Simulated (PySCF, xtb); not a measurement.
diboron tetrachloride cation (B₂Cl₄), SMILES ClB(B(Cl)Cl)Cl (connectivity only; charge and spin as stated), charge +1, multiplicity 2. Other conformers were not sampled.

Harmonic wavenumbers (cm⁻¹) from GFN2-xTB run with xtb 6.7.1 at its own minimum, in rising order: 24, 88, 88, 143, 283, 323, 401, 401, 605, 665, 849, 849.

What does PBE0-D3(BJ)/def2-SVP in PySCF give at its own minimum? (The exact figures need the calculation; the answer reports its results.)

43, 92, 92, 149, 290, 382, 382, 412, 704, 818, 1155, 1155. Paired by order, the mean absolute difference is 83 cm⁻¹ and the zero-point energies are 6.7 and 8.1 kcal/mol.
